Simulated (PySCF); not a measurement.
A species of formula C8H14S has this rotational fingerprint, computed with PySCF 2.14.0, PBE0-D3(BJ)/def2-SVP geometry optimisation, gas phase:

* Rotational constants: A = 2352, B = 787.5, C = 661.4 MHz
* Dipole components: |μa| = 2.77 D, |μb| = 1.32 D, |μc| = 0.03 D
* Inertial defect: -92.56 u·Å²
* κ: -0.85

Task: Which structure is it? (One computed conformer of each.)
A. `[CH2:1]=[CH:2][C@@H:3]1[CH2:4][CH2:5][CH2:6][CH2:7][S:8][CH2:9]1` with C1–C2–C3–C4 -112°, C2–C3–C4–C5 -168°, C3–C4–C5–C6 93°, C4–C5–C6–C7 -71°, C5–C6–C7–S8 58°
B. `[CH3:1][C:2](=[S:3])[CH2:4][C:5]([CH3:6])=[C:7]([CH3:8])[CH3:9]` with C1–C2–C4–C5 -76°, C2–C4–C5–C6 -74°

Result: B. It is CC(=S)CC(C)=C(C)C, an asymmetric top, point group C1. The candidates at the same level (rigid rotor, commonest isotopes):

```csv
SMILES,A (MHz),B (MHz),C (MHz),μa (D),μb (D),μc (D),Δ (u·Å²),point group,rotor
C=C[C@@H]1CCCCSC1,2247,992.6,767.4,0.52,1.39,0.97,-75.48,C1,asymmetric top
CC(=S)CC(C)=C(C)C,2352,787.5,661.4,2.77,1.32,0.03,-92.56,C1,asymmetric top
```

`C=C[C@@H]1CCCCSC1` has B 26 % too high. No structure here is proved a minimum.
